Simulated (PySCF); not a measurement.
SMILES C#CCB (C3H5B) (PBE/def2-SVP optimised geometry):

```
9

B      1.654     0.814    -1.238
C      0.888     0.221     0.000
C     -0.568     0.221     0.000
C     -1.791     0.229    -0.015
H      1.079     1.269    -2.206
H      2.871     0.805    -1.207
H      1.292     0.751     0.899
H      1.291    -0.814     0.142
H     -2.871     0.238    -0.032
```

Computed with PBE/def2-TZVP in PySCF.

What are the frontier orbital energies and the dipole moment?

HOMO-2 -8.10 eV, HOMO-1 -6.50 eV, HOMO -6.31 eV, LUMO -2.68 eV, LUMO+1 -0.07 eV; dipole moment 0.84 D.

Meta-Löwdin charges at PBE/def2-TZVP: B1 0.03, C2 -0.31, C3 -0.03, C4 -0.24, H5 0.03, H6 0.02, H7 0.17, H8 0.17, H9 0.17.
